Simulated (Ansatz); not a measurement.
Ansatz (a first-principles code) input (CCSD(T)/def2-TZVPPD):
A basis named .json is the Basis Set Exchange file of that set.

Ansatz 0.2 input:
```yaml
crystal:
  periodic: [false, false, false]
  atoms:
    - {symbol: Si, position_ang: [0.23074431, -0.00199653, -1.03087100]}
    - {symbol: C, position_ang: [1.76283007, -0.39303382, -1.74625183]}
    - {symbol: C, position_ang: [-1.18658798, -1.18952272, -1.42486773]}
    - {symbol: C, position_ang: [-0.34101954, 1.78771306, -1.24136662]}
    - {symbol: Br, position_ang: [-0.10227661, -0.06390430, 1.50811104]}
    - {symbol: H, position_ang: [2.09034133, -1.42847891, -1.80724595]}
    - {symbol: H, position_ang: [2.58593842, 0.31651214, -1.69969391]}
    - {symbol: H, position_ang: [-0.87866158, -2.21662119, -1.21626856]}
    - {symbol: H, position_ang: [-1.45344037, -1.12211251, -2.48335476]}
    - {symbol: H, position_ang: [-2.06610208, -0.97213636, -0.81711643]}
    - {symbol: H, position_ang: [-0.56931184, 1.99089286, -2.29148553]}
    - {symbol: H, position_ang: [0.45234224, 2.46982637, -0.92742065]}
    - {symbol: H, position_ang: [-1.22318034, 1.99578041, -0.63418970]}
basis:
  gaussian:
    orbitals: def2-TZVPPD.json
total_charge: -1
magnetization: {spin_polarized: false}
correlation: {method: ccsd_t, electrons: outside_noble_gas}
```

End of the output:

```
reference -81082.36667004 eV, -2979.7220155217 hartree; 16, 16 occupied and 314, 314 virtual orbitals, 2016 factors
second order -22.83549168 eV of doubles, -0.00000000 eV of singles
coupled cluster: 4.72 GiB planned
cycle   1  -23.74989520 eV  change   -9.1e-1 eV  update   1.0e-1
cycle   2  -24.27536165 eV  change   -5.3e-1 eV  update   2.8e-2
cycle   3  -24.37607523 eV  change   -1.0e-1 eV  update   1.4e-2
cycle   4  -24.37047009 eV  change    5.6e-3 eV  update   3.9e-3
cycle   5  -24.36893782 eV  change    1.5e-3 eV  update   2.3e-3
cycle   6  -24.36917306 eV  change   -2.4e-4 eV  update   9.4e-4
cycle   7  -24.36916494 eV  change    8.1e-6 eV  update   4.6e-4
cycle   8  -24.36916069 eV  change    4.2e-6 eV  update   1.8e-4
cycle   9  -24.36921213 eV  change   -5.1e-5 eV  update   6.3e-5
cycle  10  -24.36921431 eV  change   -2.2e-6 eV  update   2.4e-5
perturbative correction -1.06531625 eV, -0.0391496499 hartree
Total energy: -81107.80120059 eV, -2980.6567172793 hartree
```

It need not be the lowest isomer of its formula. Whether it binds its extra electron was not tested at this geometry.
